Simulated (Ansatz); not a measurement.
Reaction (formal exchange of groups at the Al–Br bond): `[NH2][Al]([Br])[Br]` + CH₄ → `[CH3][Al]([NH2])[Br]` + HBr

Isolated molecules relaxed with PBE0-D4/def2-TZVP in Ansatz; ΔE leaves out vibrations. CCSD(T)/CBS adds triple-zeta CCSD(T) − MP2 to the extrapolated MP2 energy (def2 sets, frozen cores). This one scheme is used for every species. Functionals use def2-TZVPP. B3LYP here is the variant with VWN-RPA as its local correlation; programs differ in this. For Br outer-core shells are correlated without core-valence functions, which leaves a few kJ/mol of doubt a bond. Scalar relativity is left out up to krypton. Each species was taken in one conformer, which may not be the lowest.

`[NH2][Al]([Br])[Br]`:

Cartesian coordinates in Å:
```
N -0.238 -0.855 -0.572
Al 0.156 0.560 0.374
Br 2.071 1.659 -0.007
Br -1.257 1.267 1.964
H 0.345 -1.231 -1.301
H -1.077 -1.399 -0.458
```

CH₄:

Z-matrix (Å, degrees):
```
C
H 1 1.090
H 1 1.090 2 109.5
H 1 1.090 2 109.5 3 -120.0
H 1 1.090 2 109.5 3 120.0
```

`[CH3][Al]([NH2])[Br]`:

```xyz
9

C    -0.627    0.511    1.284
Al    0.576    0.022   -0.154
N     0.059   -0.771   -1.638
Br    2.796    0.456    0.001
H    -0.566    1.582    1.493
H    -1.666    0.268    1.049
H    -0.357   -0.009    2.208
H    -0.890   -1.028   -1.853
H     0.676   -1.031   -2.390
```

HBr:

Z-matrix (Å, degrees):
```
Br
H 1 1.420
```

CCSD(T)/CBS gives +1.68 eV.

Question: Another level gave +1.65 eV. Which?
A. LDA (SPW92)/def2-TZVPP
B. B3LYP-D4/def2-TZVPP
C. PBE/def2-TZVPP
D. r2SCAN0/def2-TZVPP

Answer: B. B3LYP-D4 1.65, r2SCAN0 1.71, PBE 1.58, LDA (SPW92) 1.52 eV.

Largest T1 diagnostic among the species: 0.008.

In def2-TZVPP, CCSD(T) changes the Hartree–Fock value by −0.17 eV (the triples alone add −0.01 eV) and MP2 by −0.11 eV. From PBE to PBE0 (25 % exact exchange), in def2-TZVPP and without D4, ΔE moves by +0.06 eV.
